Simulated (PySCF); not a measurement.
# Ionisation energy of Zn¹¹⁺ by level of theory

Zn¹¹⁺ [Ar] 3d1 [3d3/2^1, M_J = 3/2] → Zn¹²⁺ [Ar], as a difference of total energies. Computed with PySCF 2.14 in an even-tempered Gaussian basis (17 s from 0.76 bohr⁻², ratio 2.8; 12 p from 0.98 bohr⁻², ratio 2.8; 8 d from 0.98 bohr⁻², ratio 2.8; 4 f from 2.9 bohr⁻², ratio 3), with the two-component X2C-1e Hamiltonian. Correlated levels: [Ne] frozen; the 76 highest virtual spinors dropped. "Screened" scales the spin-orbit matrix elements by Boettger's factors to mimic the two-electron term; Breit and QED terms are absent.

```tsv
method	ionisation energy (eV)
GHF (spin-free)	308.82
GMP2 (spin-free)	309.09
GHF (screened spin-orbit)	309.20
GMP2 (screened spin-orbit)	309.48
```

Q: How much does correlation contribute at GMP2 (screened spin-orbit)?

A: 309.48 − (309.20) = 0.28 eV, measured against GHF (screened spin-orbit).

For comparison: 310.8 ± 1 eV (semi-empirical (NIST evaluation); NIST Atomic Spectra Database, ionization energies).
